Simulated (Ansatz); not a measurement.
Reaction (redistribution): `[F][Zn][O][SiH3]` + `[CH3][AlH][OH]` → `[OH][AlH][SiH3]` + `C[O][Zn][F]`

Gas-phase electronic energies from Ansatz, PBE0-D4/def2-TZVP geometries. CBS: MP2 limit from def2 TZ/QZ plus the TZ coupled-cluster correction, frozen cores. DFT in def2-TZVPP. B3LYP here is the variant with VWN-RPA as its local correlation; programs differ in this. HSE06 is defined as in plane-wave codes. For Zn outer-core shells are correlated without core-valence functions, which leaves a few kJ/mol of doubt a bond. Scalar relativity is left out up to krypton. Each species was taken in one conformer, which may not be the lowest.

| level | ΔE (kJ/mol) | difference from CCSD(T)/CBS |
| --- | --- | --- |
| LDA (SPW92) | 182.7 | -31.6 |
| PBE-D4 | 179.1 | -35.2 |
| BLYP-D4 | 193.3 | -21.0 |
| r2SCAN-D4 | 204.8 | -9.5 |
| B97M-V | 207.6 | -6.7 |
| PBE0-D4 | 191.8 | -22.5 |
| B3LYP-D4 | 203.1 | -11.2 |
| r2SCANh-D4 | 207.5 | -6.8 |
| HSE06-D4 | 191.6 | -22.7 |
| BHLYP-D4 | 216.2 | 1.9 |
| CAM-B3LYP-D4 | 210.9 | -3.4 |
| ωB97X-V | 203.5 | -10.8 |
| ωB97M-V | 215.6 | 1.3 |
| B2PLYP | 212.6 | -1.7 |
| PBE | 178.7 | -35.6 |
| revPBE | 176.5 | -37.8 |
| BLYP | 192.1 | -22.2 |
| r2SCAN | 204.7 | -9.6 |
| PBE0 | 191.5 | -22.8 |
| B3LYP | 202.3 | -12.0 |
| r2SCANh | 207.4 | -6.9 |
| r2SCAN0 | 211.0 | -3.3 |
| HSE06 | 191.3 | -23.0 |
| BHLYP | 215.9 | 1.6 |
| CAM-B3LYP | 210.7 | -3.6 |
| LC-ωPBE | 203.6 | -10.7 |
| HF/def2-SVP | 205.3 | -9.0 |
| MP2/def2-SVP | 209.8 | -4.5 |
| CCSD/def2-SVP | 194.6 | -19.7 |
| CCSD(T)/def2-SVP | 192.3 | -22.0 |
| HF/def2-TZVPP | 223.7 | 9.4 |
| MP2/def2-TZVPP | 227.3 | 13.0 |
| SCS-MP2/def2-TZVPP | 223.0 | 8.7 |
| CCSD/def2-TZVPP | 213.3 | -1.0 |
| CCSD(T)/def2-TZVPP | 210.8 | -3.5 |
| HF/def2-QZVPP | 226.2 | 11.9 |
| MP2/def2-QZVPP | 230.1 | 15.8 |
| SCS-MP2/def2-QZVPP | 225.9 | 11.6 |
| HF/CBS(def2) | 226.5 | 12.2 |
| MP2/CBS(def2) | 230.8 | 16.5 |
| CCSD(T)/CBS | 214.3 | 0 |

Largest T1 diagnostic among the species: 0.017.

From BLYP to BHLYP (50 % exact exchange), in def2-TZVPP and without D4, ΔE moves by +23.9 kJ/mol. Leaving LDA and LC-ωPBE aside and taking each functional with its dispersion term where it has one, the values, not all of them listed here, spread over 38.0 kJ/mol, from revPBE-D4 to BHLYP-D4. LDA lies +4.1 kJ/mol from PBE without D4. At CCSD(T), def2-SVP lies −22.0 kJ/mol from the extrapolated value and def2-TZVPP −3.5 kJ/mol.
